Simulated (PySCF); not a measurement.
Gas-phase reaction: 2 BBr3 + 2 C2F5 = 2 BF3 + 3 Br2 + 4 CF

Energies from PySCF, thermal terms from the rigid-rotor harmonic-oscillator model, ideal gas at 1 bar. † marks an energy on the PBE0/def2-TZVP geometry and frequencies. MP2 and CCSD(T) freeze the core. Open shells (unrestricted): C2F5 (multiplicity 2), CF (multiplicity 2); the rest are closed-shell singlets. Spin-orbit splitting is ignored; it lowers the true energy and changes the entropy of CF. Br: all electrons, no relativistic terms. C2F5: computed as isolated molecules; such fragments, hydroxides, amides, oligomers or adducts are transient or little studied in the gas. MP2 isn't extrapolated to the basis-set limit. CCSD(T) isn't extrapolated to the basis-set limit.

LDA/def2-TZVP† gives ΔH°(298 K) = 1460 kJ.

Q: What do ωB97M-V/def2-TZVP†, CCSD(T)/def2-SVP†, MP2/def2-TZVPP† give?

A: ωB97M-V/def2-TZVP†: 1047 kJ; CCSD(T)/def2-SVP†: 1069 kJ; MP2/def2-TZVPP†: 1143 kJ. For scale, ΔH°(298 K) is 1460 kJ at this level, 1047 kJ at ωB97M-V/def2-TZVP†, and runs from 689 to 1460 kJ over the 18 levels computed.
